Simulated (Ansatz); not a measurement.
Gas-phase reaction R1 + R2 → P1 + P2, each structure at its B3LYP-D3(BJ)/def2-TZVP stationary point, reached from a drawn start (curvature not checked).
R1: H atom, charge 0, multiplicity 2.
P1, H2 (SMILES [H][H]) (charge 0, multiplicity 1):
```xyz
2

H      0.00000     0.00000     0.37199
H      0.00000     0.00000    -0.37199
```
R2: C2H6O (SMILES COC), charge 0, multiplicity 1.
P2: C2H5O (SMILES [CH2]OC), charge 0, multiplicity 2.

P less R. No zero-point or thermal terms; singlets are restricted closed shells; open shells are unrestricted.

Run with Ansatz (Gaussian orbitals). All values are computed, each at the level named.

Task: Estimate the reaction energy that PBE/def2-TZVPP returns for this input.

Result: -6.4 kcal/mol

Task: Predict the reaction energy from SVWN5/def2-TZVPP.

Result: -4.3 kcal/mol

Task: Estimate the reaction energy that CAM-B3LYP/def2-TZVPP returns for this input.

Result: -8.2 kcal/mol

Ansatz is a quantum-chemistry and plane-wave program.
